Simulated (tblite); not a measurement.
Task: Write Cartesian coordinates for InChI=1S/C7H5F2/c1-5-2-3-6(8)7(9)4-5/h2-3H,1H3 as optimised with GFN2-xTB. (Doublet state.)

Result: 
```xyz
14
C7H5F2 angstrom
C      2.2343   -0.5276   -0.0475
C      0.7615   -0.2638   -0.0318
C     -0.1656   -1.2675   -0.0826
C     -1.5170   -1.1006   -0.0597
F     -2.3790   -2.1251   -0.1152
C     -1.9994    0.2118    0.0258
F     -3.3242    0.4353    0.0529
C     -1.1123    1.2695    0.0801
C      0.2495    1.0350    0.0517
H      2.5489   -0.9249    0.9171
H      2.4779   -1.2665   -0.8074
H      2.7888    0.3859   -0.2441
H     -1.5026    2.2729    0.1437
H      0.9385    1.8652    0.0949
```

Any rigid rotation of these coordinates is as good. Atoms count from 1 in this order. C4 (carbon bonded to 2 C and F) is planar (angles 122.9°, 119.8° and 117.2°, sum 360.0°, 0.00 Å off the plane of its three neighbours). The C–C distances run from 1.362 Å (C3–C4, aromatic) to 1.496 Å (C1–C2, drawn single), a spread of 0.134 Å. The 6-membered ring C2–C3–C4–C6–C8–C9 has internal angles of 115.8° to 125.6°; it is planar, 0.00 Å rms from its mean plane, widest ring torsion 0°. The 9 heavy atoms lie in one plane (0.004 Å rms).

Bonds between heavy atoms (Å): C1–C2 1.496, C2–C3 1.367, C3–C4 1.362, C4–F5 1.340, C4–C6 1.401, C6–F7 1.344, C6–C8 1.381, C8–C9 1.382, C2–C9 1.399.

The geometry is computed with GFN2-xTB (gas phase). This method treats the open shell by occupation alone, without spin polarisation.

Its GFN2-xTB frequencies are all real (lowest 36 cm⁻¹).
